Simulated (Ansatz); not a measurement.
C2H6AlBFN. The species carries charge 0 and has multiplicity 1. The bonds changed during the relaxation, so this is another structure than the one it started from.

```xyz
12

N    -0.796    1.325    0.183
C     0.634    0.826    0.388
B     0.337   -0.658    0.922
C     0.434   -1.625   -0.208
F    -0.079   -2.889   -0.217
Al   -0.100    0.110   -1.230
H    -1.433    1.150    0.956
H    -0.839    2.307   -0.067
H     1.284    1.521    0.906
H    -0.275   -0.873    1.937
H     1.340   -1.580   -0.842
H    -0.507    0.387   -2.729
```

(1) List the harmonic frequencies (cm⁻¹, unscaled) at PBE0-D4/def2-TZVP in Ansatz. (Estimate.)

(2) Is this a minimum?

(3) Give the ideal-gas thermochemistry at 298.15 K and 1 bar (rigid rotor, harmonic oscillator; point group C1, symmetry number 1).

(4) Rotational constants (cm⁻¹)?

Answers

(1) Ansatz gave: 128, 244, 303, 350, 415, 438, 486, 505, 525, 664, 686, 747, 787, 863, 886, 950, 962, 1017, 1067, 1112, 1231, 1235, 1394, 1624, 1947, 2550, 2978, 3188, 3459, 3575.

(2) Yes, all 30 modes are real.

(3) Zero-point energy 217.2 kJ/mol; H(298) − E = 237.5 kJ/mol; entropy 334.0 J/(mol·K), of which translation 166.4, rotation 113.3, vibration 54.3; G(298) − E = 137.9 kJ/mol.

(4) 0.1988, 0.06977, 0.05938.
